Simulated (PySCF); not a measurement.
Compound: C₉H₁₆P (charge +1).
Bonds: C1–C2, C2–C3, C3–C4 (double), C4–P5, P5–C6, C6–C7 (double), C7–C8, C8–C9, C8–C10, C3–C7. Hydrogens: H11, H12, H13 on C1; H14, H15 on C2; H16 on C4; H17, H18 on P5; H19 on C6; H20 on C8; H21, H22, H23 on C9; H24, H25, H26 on C10.

Level: PBE0/pcSseg-1 in PySCF, non-relativistic, on one gas-phase PBE0-D3(BJ)/def2-SVP geometry that isn't relaxed in the solvent. The solvent is an IEF-PCM continuum (van der Waals radii × 1.2). Only the electrostatic response of the medium enters.

Gas phase at PBE0/pcSseg-1: HOMO -11.69 eV, LUMO -6.54 eV.

What does the continuum do to the energy and the frontier levels at PBE0/pcSseg-1 in chloroform and methanol?

```csv
solvent,ε,E(solvent) − E(gas) (kJ/mol),polarisation term (kJ/mol),distortion of the solute (kJ/mol),HOMO (eV),LUMO (eV)
chloroform,4.711,-172.42,-176.74,4.32,-8.50,-3.29
methanol,32.61,-214.40,-222.50,8.10,-7.76,-2.53
```

Polarisation term: ½ Σ q·V over the induced surface charges. Distortion: the rise of the solute's own energy as its density leaves the gas-phase optimum. From chloroform to methanol the lowering changes by a factor 1.24, Born's factor 1 − 1/ε by 1.23 and ε itself by 6.9.

Which radius a makes Born's formula ΔE = −(q²/2a)(1 − 1/ε) give the value in methanol?

a = q²(1 − 1/ε)/(2|ΔE|) = 3.14 Å, with q = +1 e and |ΔE| = 0.0817 Eh; the farthest nucleus lies 4.08 Å from the centroid of the nuclei. The formula assumes a point charge at the centre of a sphere.

Which ESP-fitted charges (PBE0/pcSseg-1) respond most in chloroform (means over atoms taken as equivalent)?

```json
{"atoms": "C8", "environment": "allylic carbon", "gas (e)": "+0.370", "solvent (e)": "+0.464", "change": "+0.094"}
{"atoms": "P5", "environment": "phosphonium phosphorus", "gas (e)": "+0.583", "solvent (e)": "+0.637", "change": "+0.054"}
{"atoms": "C2", "environment": "allylic carbon", "gas (e)": "+0.023", "solvent (e)": "+0.064", "change": "+0.041"}
{"atoms": "C7", "environment": "fully substituted alkene carbon", "gas (e)": "-0.015", "solvent (e)": "-0.054", "change": "-0.039"}
{"atoms": "C9/C10", "environment": "methyl carbon", "gas (e)": "-0.567", "solvent (e)": "-0.591", "change": "-0.024"}
{"atoms": "C1", "environment": "methyl carbon", "gas (e)": "-0.389", "solvent (e)": "-0.413", "change": "-0.024"}
{"atoms": "H20", "environment": "methine hydrogen", "gas (e)": "+0.019", "solvent (e)": "-0.002", "change": "-0.021"}
{"atoms": "C4", "environment": "alkene CH carbon", "gas (e)": "-0.438", "solvent (e)": "-0.454", "change": "-0.016"}
{"atoms": "H17/H18", "environment": "P–H hydrogen", "gas (e)": "+0.103", "solvent (e)": "+0.114", "change": "+0.011"}
{"atoms": "H16", "environment": "vinylic hydrogen", "gas (e)": "+0.238", "solvent (e)": "+0.248", "change": "+0.010"}
{"atoms": "C3", "environment": "fully substituted alkene carbon", "gas (e)": "+0.159", "solvent (e)": "+0.148", "change": "-0.011"}
{"atoms": "H19", "environment": "vinylic hydrogen", "gas (e)": "+0.232", "solvent (e)": "+0.242", "change": "+0.010"}
```

The values belong to the conformer `[CH3:1][CH2:2][C:3]1=[CH:4][PH2+:5][CH:6]=[C:7]1[CH:8]([CH3:9])[CH3:10]`: C1–C2–C3–C4 4°, C6–C7–C8–C9 -97°.
